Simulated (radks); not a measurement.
Results of a calculation; reference values are marked as such.
Valence configurations of Ho2+ (all share [Xe]). Level of theory: scalar-relativistic Kohn-Sham, PBEsol, spin-polarised, spherical densities, point nucleus; open shells are filled with parallel spins first (spin-orbit coupling, left out, can overturn this in heavy ions) (a radial shooting solver on a logarithmic mesh with Libxc functionals). Energies are relative to 4f11; eigenvalues in eV for spin up.

| valence | E (eV) | moment (Bohr magnetons) | e(4f) | e(5d) | e(6p) | e(6s) |
|---|---|---|---|---|---|---|
| 4f11 | 0.000 | 3 | -18.293 | - | - | - |
| 4f10.5 6s0.5 | 1.379 | 4 | -22.745 | - | - | -15.996 |
| 4f10 5d1 | 4.204 | 5 | -24.913 | -15.635 | - | - |
| 4f9 6s2 | 15.963 | 5 | -38.346 | - | - | -18.945 |
| 4f10 6s1 | 4.161 | 5 | -27.585 | - | - | -17.314 |
| 4f9 6s1 6p1 | 20.388 | 7 | -39.492 | - | -14.626 | -20.226 |
| 4f10.5 6p0.5 | 3.700 | 4 | -23.406 | - | -11.747 | - |
| 4f9 5d1 6p1 | 18.687 | 7 | -36.528 | -20.360 | -13.606 | - |
| 4f9 5d2 | 12.403 | 7 | -32.358 | -17.533 | - | - |
| 4f10.5 5d0.5 | 1.656 | 4 | -21.487 | -14.640 | - | - |

NIST lists [Xe] 4f11 as the ground configuration; this level of theory agrees among the configurations tried. The energies are those of spherical high-spin densities, not of single terms.
